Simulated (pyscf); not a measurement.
PySCF, gas phase, ωB97X-D3(BJ)/def2-SVP geometries.

Task: H₂C=CH–NH₂ → H₃C–CH=NH
Surface: singlet. Broken: H–N. Formed: C–H. Give ΔE‡ and ΔE from ωB97X-D3(BJ)/def2-TZVP, relative to the reactant's lowest minimum found.

Result: ΔE‡ = 2.86 eV, ΔE = -0.13 eV. CCSD(T)/def2-TZVPP + ΔMP2(QZVPP) gives 2.83 eV and -0.12 eV. Zero-point energy shifts the barrier by -0.17 eV. It is a hydrogen shift, with an imaginary mode of 2050i cm⁻¹. One saddle was located; it need not be the lowest between these sides. The CCSD(T) − MP2 part came from Ansatz, without density fitting, on the same reference.
